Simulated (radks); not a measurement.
Charge is removed step by step from the 1s down level of the boron ion B2+, starting from 1s(up 1, down 1) 2s1. Method: non-relativistic Kohn-Sham, r2SCAN, spin-polarised, spherical densities, point nucleus; open shells are filled with parallel spins first; meta-GGA in the generalised Kohn-Sham scheme; computed with a radial shooting solver on a logarithmic mesh with Libxc functionals.

removed (e)  E - E(0) (eV)  eigenvalue (eV)
0                    0.000          -213.64
0.1                 21.626          -218.86
0.2                 43.769          -224.00
0.3                 66.422          -229.03
0.4                 89.570          -233.90
0.5                 113.19          -238.54
0.6                 137.27          -242.85
0.7                 161.75          -246.65
0.8                 186.57          -249.66
0.9                 211.63          -251.22

The mean slope of the eigenvalue, de/dn, is 41.8 eV per electron.
